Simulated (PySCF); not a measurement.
GaCl, SMILES [Ga][Cl] (connectivity only; charge and spin as stated), neutral, multiplicity 1. Geometry optimised at PBE-D3(BJ)/def2-TZVP.

TDA-PBE/def2-TZVPD run with PySCF 2.14.0 puts the lowest singlet excitations at 4.81, 4.81, 5.02, 5.09, 5.09, 5.79 eV.

Problem. What are the lowest excitation roots from ADC(2)/aug-cc-pVDZ (PySCF)? (The exact figures need the calculation; the answer reports its results.)

Solution. 4.95, 4.95, 6.23, 6.41, 6.89, 7.12 eV. S1 differs by 0.15 eV (second minus first; roots are paired by order, and the bases may differ).
